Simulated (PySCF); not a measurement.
In(H2O)F3.
Geometry (PBE0-D3(BJ)/def2-SVP, Å), atoms numbered from 1 in this order:
```xyz
7
F3H2InO angstrom
In     0.225   -0.117   -0.970
O      0.200    0.083    1.298
H     -0.418   -0.624    1.543
H     -0.293    0.914    1.401
F      1.961   -0.324   -1.808
F     -0.657    1.632   -0.905
F     -0.926   -1.666   -0.626
```

Method: PBE0-D3(BJ)/def2-SVP geometry optimisation, gas phase, def2 core potentials past Kr (PySCF).

Problem. Which atoms are bound to In1, and at what distances?

Solution. 4 atoms: F5 1.939 Å, F7 1.960 Å, F6 1.960 Å, O2 2.277 Å. The nearest atom not counted as bound is H4, at 2.64 Å (others tie with it).

Problem. List the angles at In1.

Solution. 
```json
{"angle": "F5–In1–F7", "degrees": "121.2", "distance of the outer atoms (Å)": "3.40"}
{"angle": "F5–In1–F6", "degrees": "120.8", "distance of the outer atoms (Å)": "3.39"}
{"angle": "O2–In1–F5", "degrees": "116.7", "distance of the outer atoms (Å)": "3.59"}
{"angle": "F6–In1–F7", "degrees": "115.8", "distance of the outer atoms (Å)": "3.32"}
{"angle": "O2–In1–F7", "degrees": "83.6", "distance of the outer atoms (Å)": "2.83"}
{"angle": "O2–In1–F6", "degrees": "83.3", "distance of the outer atoms (Å)": "2.83"}
```

Problem. Describe the arrangement about In1 in numbers.

Solution. Angles from 83.3° to 121.2°; τ4 = (360° − α − β)/141° = 0.84 with α and β the two widest (0 for a square, 1 for a tetrahedron). The In–F distances aren't all alike: 1.939 to 1.960 Å.

Problem. What are the other bond lengths?

Solution. O2–H3, O2–H4 0.971 Å.

Problem. What are the rotational constants (commonest isotopes, rigid rotor)?

Solution. A = 3008, B = 2498, C = 2052 MHz: an asymmetric top.

Point group: Cs (every atom within 0.08 Å of its image). Charge 0, singlet. Whether it is a minimum is left open (no frequencies).
